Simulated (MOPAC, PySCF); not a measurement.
Ligand exchange on a metal centre used in film growth or etching (Zr Cl-Br). All species are isolated molecules in the gas phase.

Quantity: redistribution energy (mixed species minus the weighted end members), in kcal/mol. Semi-empirical values (MOPAC) are differences of heats of formation.

Level 1: B3LYP/LANL2DZ // TPSS-D3(BJ)/def2-SVP (PySCF)
Level 2: PBE/6-31G* (LANL2DZ on Zr) // TPSS-D3(BJ)/def2-SVP (PySCF)
Level 3: HF/6-31G* (LANL2DZ on Zr) // TPSS-D3(BJ)/def2-SVP (PySCF)
Level 4: PM6 // TPSS-D3(BJ)/def2-SVP (MOPAC)

```csv
species,level 2,level 3,level 4
3 of 4 Cl replaced by Br: [Zr(Cl)(Br)3],0.01,-0.28,0.74
```

### Question
What does level 1 give for each?

### Answer

- 3 of 4 Cl replaced by Br: [Zr(Cl)(Br)3]: 0.03
